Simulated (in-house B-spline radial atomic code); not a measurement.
Radial electron density of neutral antimony, [Ar] 3d9 4s2 4p6 4d10 5s2 5p3 5f1. Method: scalar-relativistic (X2C) B97-1, spin-polarised, spherical fractional occupations, Fermi nucleus of rms radius 4.6802 fm. Calculated with an all-electron radial atomic-structure program (B-spline basis).

Caution: exact exchange at fractional occupations of open shells leaves self-interaction of up to several eV.

One-electron X2C: radii and densities carry no picture-change correction, so inner-shell <1/r> comes out high (for 1s by about 2 % at Z = 33, 5 % at 54, 10 % at 75, 30 % at 118) and <r> low.

Columns: r (bohr), 4πr²n(r) (electrons per bohr), bar.

```
0.000871    1.974 #
 0.00114    3.028 ##
 0.00148    4.554 ##
 0.00193    6.832 ####
 0.00252    10.14 #####
 0.00329     14.8 ########
  0.0043    21.17 ###########
 0.00561    29.34 ###############
 0.00731    39.12 #####################
 0.00954    49.74 ##########################
  0.0124    59.25 ###############################
  0.0162     65.5 ##################################
  0.0212    66.15 ###################################
  0.0276    61.76 ################################
  0.0361     57.1 ##############################
  0.0471    59.74 ###############################
  0.0614     71.9 ######################################
  0.0801    83.69 ############################################
   0.105    80.05 ##########################################
   0.136    64.23 ##################################
   0.178    57.86 ##############################
   0.232    66.55 ###################################
   0.303    61.92 #################################
   0.395    36.64 ###################
   0.516     22.3 ############
   0.673    25.84 ##############
   0.878     23.5 ############
    1.15    12.82 #######
    1.49    6.004 ###
    1.95    3.621 ##
    2.54    2.224 #
    3.32   0.8777 
    4.33   0.1916 
    5.65  0.02666 
    7.37  0.01222 
    9.62  0.01847 
    12.5  0.02092 
    16.4 0.006151 
    21.4 0.001093 
    27.9  0.03706 
    36.4  0.04509 
    47.4 0.005406 
    61.9 0.0001748 
    80.7 7.282e-07 
     105 8.156e-10
```

On this grid the curve has 6 maxima, near 0.0212, 0.0801, 0.232, 0.673, 12.5, 36.4 bohr.

The 5f up radial function P(r) = rR(r), positive near the nucleus:

```
r (bohr)          P
   0.178  0.0003794
   0.303   0.001202
   0.516    0.00271
   0.878   0.004523
    1.49   0.007486
    2.54    0.01667
    4.33    0.04306
    7.37     0.1056
    12.5     0.1447
    21.4   -0.03306
    36.4    -0.2124
    61.9   -0.01322
```
